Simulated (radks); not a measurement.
Initial-state core-level shifts of the neodymium ion Nd3+ when its valence configuration changes from [Xe] 4f3. All-electron calculation, Dirac Kohn-Sham, BLYP, spin-unpolarised, spherical densities, finite nucleus; open shells fill j = l - 1/2 first; Fermi nuclear charge, rms radius 4.9123 fm. Program: a radial shooting solver on a logarithmic mesh with Libxc functionals. Shifts are changes of the shell-averaged eigenvalues in eV (positive: less bound); the change of the density at the nucleus, which sets a Mossbauer isomer shift, is in e/bohr^3, on a base of 4.538e+05.

valence,1s,2s,3p,5s,density at nucleus
4f2.5 5d0.5,-3.730,-4.085,-4.675,-1.870,+13.50
4f2.5 6p0.5,-5.682,-6.115,-6.666,-3.683,+17.17
4f2 6s1,-10.868,-11.773,-12.925,-6.628,+79.26
4f2 5d1,-7.688,-8.432,-9.669,-3.762,+28.10
4f2 6p1,-11.721,-12.634,-13.792,-7.444,+36.04
4f1.5 5d0.5 6s1,-15.116,-16.449,-18.302,-8.575,+96.38
4f1 6p2,-24.691,-26.697,-29.213,-15.082,+78.42
4f1 5d2,-16.191,-17.808,-20.493,-7.558,+60.25
4f1 5d1 6s1,-19.542,-21.334,-23.935,-10.518,+114.37
